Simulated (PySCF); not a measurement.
Potential energy curve for SMILES CF (CH3F). The C1–H5 bond (C1 also carries F, H, H; H5 carries nothing else) is stretched with both fragments frozen at the PBE0/def2-TZVP optimised geometry.

UHF/cc-pVDZ (PySCF); RHF/cc-pVDZ (PySCF); UKS-PBE = PySCF 2.14.0 with unrestricted PBE/cc-pVDZ; RKS-PBE = PySCF with restricted PBE/cc-pVDZ; UKS-B3LYP = unrestricted B3LYP/cc-pVDZ (PySCF); RKS-B3LYP = restricted B3LYP/cc-pVDZ run with PySCF; UKS-wB97X-V = unrestricted wB97X-V/cc-pVDZ (PySCF); RKS-wB97X-V = restricted wB97X-V/cc-pVDZ run with PySCF; UKS-B3LYP/6-31G* = PySCF with unrestricted B3LYP/6-31G*, spherical d; RKS-B3LYP/6-31G* = restricted B3LYP/6-31G*, spherical d (PySCF); UKS-B3LYP/LANL2DZ = unrestricted B3LYP/LANL2DZ (PySCF); RKS-B3LYP/LANL2DZ = restricted B3LYP/LANL2DZ (PySCF 2.14.0).

Scanned distances (Å): 0.87, 0.93, 0.97, 1.04, 1.05, 1.09, 1.13, 1.17, 1.19, 1.27, 1.35, 1.48, 1.66, 1.80, 1.95, 2.18, 2.39, 2.67, 2.98, 3.25, 3.84.

Question: Where does the unrestricted solution first break spin symmetry (<S²> of 0.01 or more)?

Answer: UHF: between 1.48 and 1.66 Å; UKS-PBE: between 2.18 and 2.39 Å; UKS-B3LYP: between 1.95 and 2.18 Å; UKS-wB97X-V: between 1.95 and 2.18 Å; UKS-B3LYP/6-31G*: between 1.95 and 2.18 Å; UKS-B3LYP/LANL2DZ: between 1.95 and 2.18 Å.

```
R / Å  <S²> UHF  E(RHF) − E(UHF) / eV  <S²> UKS-PBE  E(RKS-PBE) − E(UKS-PBE) / eV  <S²> UKS-B3LYP  E(RKS-B3LYP) − E(UKS-B3LYP) / eV  <S²> UKS-wB97X-V  E(RKS-wB97X-V) − E(UKS-wB97X-V) / eV  <S²> UKS-B3LYP/6-31G*  E(RKS-B3LYP/6-31G*) − E(UKS-B3LYP/6-31G*) / eV  <S²> UKS-B3LYP/LANL2DZ  E(RKS-B3LYP/LANL2DZ) − E(UKS-B3LYP/LANL2DZ) / eV
-----  --------  --------------------  ------------  ----------------------------  --------------  --------------------------------  ----------------  ------------------------------------  ---------------------  ----------------------------------------------  ----------------------  ------------------------------------------------
0.87       0.00                 0.000          0.00                         0.000            0.00                             0.000              0.00                                 0.000                   0.00                                           0.000                    0.00                                             0.000
0.93       0.00                 0.000          0.00                         0.000            0.00                             0.000              0.00                                 0.000                   0.00                                           0.000                    0.00                                             0.000
0.97       0.00                 0.000          0.00                         0.000            0.00                             0.000              0.00                                 0.000                   0.00                                           0.000                    0.00                                             0.000
1.04       0.00                 0.000          0.00                         0.000            0.00                             0.000              0.00                                 0.000                   0.00                                           0.000                    0.00                                             0.000
1.05       0.00                 0.000          0.00                         0.000            0.00                             0.000              0.00                                 0.000                   0.00                                           0.000                    0.00                                             0.000
1.09       0.00                 0.000          0.00                         0.000            0.00                             0.000              0.00                                 0.000                   0.00                                           0.000                    0.00                                             0.000
1.13       0.00                 0.000          0.00                         0.000            0.00                             0.000              0.00                                 0.000                   0.00                                           0.000                    0.00                                             0.000
1.17       0.00                 0.000          0.00                         0.000            0.00                             0.000              0.00                                 0.000                   0.00                                           0.000                    0.00                                             0.000
1.19       0.00                 0.000          0.00                         0.000            0.00                             0.000              0.00                                 0.000                   0.00                                           0.000                    0.00                                             0.000
1.27       0.00                 0.000          0.00                         0.000            0.00                             0.000              0.00                                 0.000                   0.00                                           0.000                    0.00                                             0.000
1.35       0.00                 0.000          0.00                         0.000            0.00                             0.000              0.00                                 0.000                   0.00                                           0.000                    0.00                                             0.000
1.48       0.00                 0.000          0.00                         0.000            0.00                             0.000              0.00                                 0.000                   0.00                                           0.000                    0.00                                             0.000
1.66       0.06                 0.004          0.00                         0.000            0.00                             0.000              0.00                                 0.000                   0.00                                           0.000                    0.00                                             0.000
1.80       0.39                 0.184          0.00                         0.000            0.00                             0.000              0.00                                 0.000                   0.00                                           0.000                    0.00                                             0.000
1.95       0.61                 0.561          0.00                         0.000            0.00                             0.000              0.00                                 0.000                   0.00                                           0.000                    0.00                                             0.000
2.18       0.81                 1.281          0.00                         0.000            0.33                             0.078              0.47                                 0.179                   0.34                                           0.086                    0.36                                             0.098
2.39       0.90                 1.954          0.46                         0.090            0.61                             0.302              0.72                                 0.550                   0.62                                           0.321                    0.63                                             0.345
2.67       0.96                 2.779          0.77                         0.361            0.82                             0.675              0.88                                 1.123                   0.82                                           0.710                    0.83                                             0.745
2.98       0.99                 3.559          0.92                         0.684            0.93                             1.070              0.96                                 1.729                   0.93                                           1.124                    0.93                                             1.163
3.25       1.00                 4.127          0.97                         0.926            0.97                             1.362              0.98                                 2.191                   0.97                                           1.432                    0.97                                             1.468
3.84       1.00                 5.060          1.00                         1.288            1.00                             1.815              1.00                                 2.972                   1.00                                           1.911                    1.00                                             1.940
```
